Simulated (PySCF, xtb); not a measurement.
Si(H)2(F)(OEt) (C2H7FOSi), SMILES CCO[SiH2]F.

GFN2-xTB run with xtb at its own geometry gives an orbital gap of 6.72 eV and a dipole moment of 2.06 D.

Coordinates come from a B3LYP-D3(BJ)/def2-SVP optimisation. The values are those of a single conformer.

Q: What does M06-2X/def2-TZVP in PySCF give? (An estimate is asked for; the answer gives what the named calculation found.)

A: gap 11.53 eV (levels -10.11 and 1.43 eV), dipole 1.77 D.
